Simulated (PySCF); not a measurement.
C$_{3}$H$_{5}$ (SMILES [CH-]1CC1), charge -1, singlet, at a GFN2-xTB geometry (in this run its highest filled SCF level lies above zero, so its values depend strongly on the basis, on diffuse functions most of all). Base run: PySCF with PBE0/6-311G**.

Geometry (Å):
```xyz
8

C     -0.0108     0.9602     0.0934
C      0.7558    -0.3445     0.0266
C     -0.7483    -0.3609     0.0218
H     -0.0126     1.4318    -0.9420
H      1.2554    -0.7436    -0.8763
H      1.2617    -0.7094     0.9296
H     -1.2518    -0.7368     0.9216
H     -1.2333    -0.7707    -0.8842
```
Charge -1, spin multiplicity 1.
All else is at PySCF's defaults.

The base run was repeated with changes; each row names its change, and settings that it needs were set with it.

| change | basis functions | E (Eh) | HOMO (eV) | HOMO-LUMO gap (eV) |
|---|---|---|---|---|
| base | 84 | -117.08887 | 1.91 | 4.79 |
| basis = ANO-RCC-VDZP; relativity = spin-free X2C; nucleus = Gaussian (with mol.nucmod = 'G') | 67 | -117.13926 | 1.98 | 3.08 |
| basis = jorge-DZP-DKH; relativity = none | 70 | -117.06823 | 1.90 | 5.27 |
| basis = jorge-DZP-DKH; relativity = spin-free X2C | 70 | -117.11394 | 1.90 | 5.27 |
| basis = cc-pVDZ-DK; relativity = spin-free X2C | 67 | -117.10829 | 2.10 | 5.32 |
| basis = ANO-RCC-VDZP; relativity = spin-free X2C | 67 | -117.13927 | 1.98 | 3.08 |
| basis = ANO-RCC-VDZP; relativity = none | 67 | -117.09096 | 1.98 | 3.08 |
| basis = cc-pVDZ-DK; relativity = spin-free X2C; nucleus = Gaussian (with mol.nucmod = 'G') | 67 | -117.10828 | 2.10 | 5.32 |
| basis = cc-pVDZ-DK; relativity = none | 67 | -117.06184 | 2.10 | 5.32 |
| basis = jorge-DZP-DKH; relativity = spin-free X2C; nucleus = Gaussian (with mol.nucmod = 'G') | 70 | -117.11393 | 1.90 | 5.27 |

Absolute energies of different levels of theory aren't comparable as measures of quality.

Basis sets contracted for a relativistic Hamiltonian are a mismatch without it, so the rows without relativity aren't non-relativistic limits. No row has spin-orbit coupling; sets with core potentials leave out the core electrons.
